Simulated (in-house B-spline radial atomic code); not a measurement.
Results of a calculation; reference values are marked as such.
# Two electrons in Si: a parabolic dot with ħω = 0.822 meV in all three directions with an ionised donor at its centre

For Si the NSM archive of the Ioffe Institute lists m_l = 0.98 m0, m_t = 0.19 m0 and ε = 11.7; the model takes one isotropic valley with the conductivity mass 3/(1/m_l + 2/m_t) = 0.26 m0, and so misses anisotropy and the other valleys. All triplets below are those of one valley; with several valleys two electrons can form a triplet in the 1s orbital itself, at an energy set by the valley splitting. Real donors also feel a central-cell potential, which shifts the ground state.

Effective-mass model with parabolic bands, a uniform dielectric constant, no image charges, no central-cell or spin-orbit terms. Two-electron levels come from full CI in B-splines with partial waves to l = 5 (up to 0.001 effective hartree above the limit).

(1) What are the effective units, and what is the potential in them?

In these units the lowest s and p orbitals lie at -0.499621 and -0.121355, and their Coulomb and exchange integrals are J_ss = 0.625602, J_sp = 0.249091 and K_sp = 0.01809. Full CI gives -0.524887 for the ground singlet, -0.460790 for the sp triplet, -0.460068 for the sp singlet and -0.470519 for the lowest triplet of two s orbitals.

(2) What does it cost to add the second electron, to first order and exactly?

(3) How far above the singlet do the triplets lie?

Results:

(1) Ha* = 27211.386 meV × 0.26/11.7² = 51.68 meV and a* = 0.0529177 nm × 11.7/0.26 = 2.381 nm. The frequency is ω = 0.0159 Ha*, with −1/r added.

(2) To first order E = 2ε_s + J_ss = -0.373641, so the charging energy E(2) − 2E(1) is J_ss = 32.33 meV. CI gives -0.524887 − 2 × (-0.499621) = 0.474356, or 24.52 meV: relaxation and correlation lower it by 7.817 meV, 24.2 % of J_ss. The s² configuration of one-electron orbitals holds 62.6 % of the state, and the mean radius is 6.2 nm.

(3) To first order the sp triplet lies at ε_s + ε_p + J_sp − K_sp = -0.389972, which is 0.8441 meV below 2ε_s + J_ss, so first order fails: the exact ground state of two electrons is a singlet. CI gives -0.460790 − (-0.524887) = 0.064097, or 3.313 meV, 17 % of the orbital spacing of 19.55 meV. The ss triplet lies 2.81 meV up, so the lower of the two is the ss one, and its gap equals k_BT at 32.6 K. The sp singlet-triplet splitting is 0.03731 meV, against 2K_sp = 1.87 meV.
